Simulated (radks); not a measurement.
Q: Species: As II. Configuration: [Ar] 3d10 4s2 4p1.75 4d0.25 (fractional occupations, a model configuration). Calculated with a radial shooting solver on a logarithmic mesh with Libxc functionals: Dirac Kohn-Sham, AM05, spin-unpolarised, spherical densities, finite nucleus; open shells fill j = l - 1/2 first; Fermi nuclear charge, rms radius 4.0968 fm. Some entries of the table are withheld. Estimate them.

| orbital | occ. | eigenvalue (hartree) | <r> (bohr) |
|---|---|---|---|
| 1s1/2 | 2 | -430.2386 | 0.04555 |
| 2s1/2 | 2 | -54.92947 | 0.2028 |
| 2p1/2 | 2 | -49.14823 | 0.1748 |
| 2p3/2 | 4 | -47.80782 | 0.1785 |
| 3s1/2 | 2 | -7.36348 | 0.5990 |
| 3p1/2 | 2 | -5.42139 | 0.6105 |
| 3p3/2 | 4 | -5.23667 | 0.6211 |
| 3d3/2 | 4 | (1) | 0.6742 |
| 3d5/2 | 6 | (2) | 0.6789 |
| 4s1/2 | 2 | -0.88727 | 1.863 |
| 4p1/2 | 1.75 | -0.52375 | (3) |
| 4p3/2 | 0 | -0.51093 | (4) |
| 4d3/2 | 0.25 | (5) | 4.785 |
| 4d5/2 | 0 | (6) | 4.804 |

A: 
(1) 3d3/2 eigenvalue (hartree): -1.90778
(2) 3d5/2 eigenvalue (hartree): -1.88092
(3) 4p1/2 <r> (bohr): 2.258
(4) 4p3/2 <r> (bohr): 2.295
(5) 4d3/2 eigenvalue (hartree): -0.13489
(6) 4d5/2 eigenvalue (hartree): -0.13446
